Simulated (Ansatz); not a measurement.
Saddle point of SiH$_{5}$SBr, closed shell (SiH₃Br ([SiH3][Br]) + H₂S → SiH₄S ([SiH3][SH]) + HBr; bonds formed: Si1–S7, Br2–H6; bonds broken: Si1–Br2, H6–S7), PBE0-D4/def2-TZVP structure:

Si1  (-0.217, -0.145, -0.848)
Br2  (2.205, -0.727, 0.108)
H3  (-0.198, -1.504, -1.419)
H4  (0.473, 1.010, -1.457)
H5  (-1.666, 0.249, -0.987)
H6  (0.793, -0.049, 1.618)
S7  (-0.588, -0.082, 1.466)
H8  (-0.802, 1.247, 1.520)
(Å)

Energies are electronic, without zero-point energy. Barriers and step energies count from the start structure reached by relaxing down the imaginary mode; all methods use the PBE0-D4 structures, on which another method's saddle can fall below an end. Program: Ansatz 0.2.0. Basis: def2-TZVPP, with def2-QZVPP for the basis limit. Cores are frozen in the correlated methods. Filled d shells of the heavier atoms are correlated. The def2 sets are not built for correlating such inner shells, so the correlated values are less sure here. B3LYP uses VWN-RPA correlation. Extrapolation: Hartree–Fock as exp(−7.88 √X), correlation as X^−2.97.

```json
{"method": "SPW92", "barrier (kcal/mol)": "21.78", "step energy (kcal/mol)": "3.42"}
{"method": "PBE-D4", "barrier (kcal/mol)": "27.18", "step energy (kcal/mol)": "5.01"}
{"method": "BLYP-D4", "barrier (kcal/mol)": "30.60", "step energy (kcal/mol)": "5.77"}
{"method": "r2SCAN-D4", "barrier (kcal/mol)": "30.59", "step energy (kcal/mol)": "6.41"}
{"method": "B97M-V", "barrier (kcal/mol)": "34.64", "step energy (kcal/mol)": "6.91"}
{"method": "PBE0-D4", "barrier (kcal/mol)": "30.53", "step energy (kcal/mol)": "6.26"}
{"method": "B3LYP-D4", "barrier (kcal/mol)": "33.20", "step energy (kcal/mol)": "6.82"}
{"method": "r2SCAN0-D4", "barrier (kcal/mol)": "32.57", "step energy (kcal/mol)": "7.23"}
{"method": "BHLYP-D4", "barrier (kcal/mol)": "?", "step energy (kcal/mol)": "8.43"}
{"method": "CAM-B3LYP-D4", "barrier (kcal/mol)": "35.50", "step energy (kcal/mol)": "7.36"}
{"method": "wB97X-V", "barrier (kcal/mol)": "?", "step energy (kcal/mol)": "7.95"}
{"method": "wB97M-V", "barrier (kcal/mol)": "34.50", "step energy (kcal/mol)": "8.21"}
{"method": "B2PLYP", "barrier (kcal/mol)": "35.41", "step energy (kcal/mol)": "7.25"}
{"method": "PBE-QIDH", "barrier (kcal/mol)": "?", "step energy (kcal/mol)": "7.20"}
{"method": "RPA on PBE", "barrier (kcal/mol)": "37.56", "step energy (kcal/mol)": "8.00"}
{"method": "HF", "barrier (kcal/mol)": "46.56", "step energy (kcal/mol)": "11.32"}
{"method": "MP2", "barrier (kcal/mol)": "35.56", "step energy (kcal/mol)": "7.36"}
{"method": "CCSD", "barrier (kcal/mol)": "38.76", "step energy (kcal/mol)": "8.19"}
{"method": "CCSD(T)", "barrier (kcal/mol)": "36.72", "step energy (kcal/mol)": "7.50"}
```

Question: Fill in the withheld barriers. (To be estimated.)

Answer: Computed: PBE-QIDH 33.67; wB97X-V 35.49; BHLYP-D4 36.69 kcal/mol. Each is the energy of the saddle less that of the start structure, by the same method.

For comparison, the barrier by CCSD(T) at an estimated basis limit (MP2 extrapolated from triple and quadruple zeta, plus CCSD(T) − MP2 in triple zeta) is 35.22 kcal/mol.

No T1 diagnostic of these runs exceeds 0.011.

Labels in which every atom is bracketed show which atoms are joined, not bond orders.

For scale, one of the runs: CCSD(T)/def2-TZVPP, 202 basis functions, launched by `ansatz run in.yaml --threads 4 --pin off --events-out ev --progress --plain --max-ram 9574MiB`. Time: 16 s of wall clock on 4 CPU threads of an Intel Xeon 6975P-C; the host was shared. Peak host memory: 2.5 GiB.
